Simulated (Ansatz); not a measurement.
Start from `OC(F)[SiH3]` and change one atom or group to get `OC(F)S[SiH3]`.

Ansatz, PBE0-D4/def2-TZVP geometries, multiplicity 1. Each molecule was computed in one conformer, which needn't be the lowest.

```tsv
property	`OC(F)[SiH3]`
HOMO energy (PBE0/def2-TZVPP) / eV	-8.50
HOMO energy (ωB97M-V/def2-TZVPP) / eV	-10.82
zero-point energy (PBE0-D4/def2-TZVP) / kJ/mol	155.4
LUMO energy (PBE0/def2-TZVPP) / eV	0.48
HOMO–LUMO gap (PBE/def2-TZVPP) / eV	6.59
HOMO–LUMO gap (B3LYP/def2-TZVPP) / eV	8.47
```

(1) Give the same properties after the change, and the shifts. (Best estimate.)

## Answers

(1) Computed: 
```json
{"property": "HOMO energy (PBE0/def2-TZVPP) / eV", "`OC(F)S[SiH3]`": "-7.59", "shift": "0.91"}
{"property": "HOMO energy (ωB97M-V/def2-TZVPP) / eV", "`OC(F)S[SiH3]`": "-9.80", "shift": "1.02"}
{"property": "zero-point energy (PBE0-D4/def2-TZVP) / kJ/mol", "`OC(F)S[SiH3]`": "162.9", "shift": "7.5"}
{"property": "LUMO energy (PBE0/def2-TZVPP) / eV", "`OC(F)S[SiH3]`": "-0.16", "shift": "-0.64"}
{"property": "HOMO–LUMO gap (PBE/def2-TZVPP) / eV", "`OC(F)S[SiH3]`": "5.26", "shift": "-1.33"}
{"property": "HOMO–LUMO gap (B3LYP/def2-TZVPP) / eV", "`OC(F)S[SiH3]`": "6.97", "shift": "-1.50"}
```

With PBE0 the HOMO rises by 0.91 eV and the LUMO falls by 0.64 eV, so the gap narrows by about 1.55 eV. PBE moves the HOMO by 0.63 eV and ωB97M-V by 1.02 eV. The zero-point energy changes by 7.5 kJ/mol with +3 modes.

B3LYP here is the variant with VWN-RPA as its local correlation; programs differ in this.
